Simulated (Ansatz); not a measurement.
Stretching the Sn1–Cl3 bond in ClHSn (SMILES [Cl][SnH]) (multiplicity 1 held, fragments rigid). Energies count from the point at 2.396 Å.
Geometry at that point (charge 0, multiplicity 1):
```xyz
3

Sn    -0.305    -0.300     0.418
H     -1.422    -0.943    -0.819
Cl     0.980     0.939    -1.180
```

R- and RO- levels are restricted; in cc, def2 and unpolarised 6-31G sets they are followed outwards from rest. U- levels take the lowest unrestricted solution at each point, which mixes spins at long bonds. Curves can end on different states.

Frozen-core correlation. Filled d and f shells under p-block atoms count as core.

The values were computed with Ansatz (Gaussian basis) for Hartree–Fock, density functionals and correlated methods. Values without a source in brackets are computed. In def2 rows elements past Kr take small-core potentials, without spin–orbit coupling.

Energies in kcal/mol.

| R (Å) | U-MP2/def2-SVP | R-SCS-MP2/def2-SVP | R-CCSD(T)/def2-SVP | R-CCSDT(Q)/def2-SVP |
|---|---|---|---|---|
| 1.917 | 70.1 | 70.8 | 71.4 | 71.5 |
| 2.156 | 11.8 | 12.2 | 12.5 | 12.6 |
| 2.396 | 0.0 | 0.0 | 0.0 | 0.0 |
| 2.635 | 6.8 | 6.4 | 6.1 | 5.9 |
| 2.875 | 20.0 | 19.3 | 18.6 | 18.3 |
| 3.234 | 41.6 | 40.5 | 39.0 | 38.2 |
| 3.594 | 67.3 | 59.3 | 56.2 | 54.7 |
| 4.193 | 80.9 | 83.3 | 72.7 | 70.6 |
| 4.792 | 84.0 | 98.7 | 63.0 | 74.8 |
| 5.510 | 84.5 | 107.9 | 13.5 | 71.4 |
| 6.469 | 84.7 | 109.2 | -38.4 | 69.1 |
| 7.667 | 84.8 | 101.6 | -38.7 | 70.8 |

Doubts at one or more of the structures used: a spin-contaminated determinant (U-MP2/def2-SVP); a restricted determinant that unrestricted orbitals would lower (R-SCS-MP2/def2-SVP, R-CCSD(T)/def2-SVP, R-CCSDT(Q)/def2-SVP); T1 above 0.05 (R-CCSD(T)/def2-SVP, R-CCSDT(Q)/def2-SVP); other coupled-cluster roots lie near (R-CCSD(T)/def2-SVP, R-CCSDT(Q)/def2-SVP).

Ansatz is an electronic-structure program.
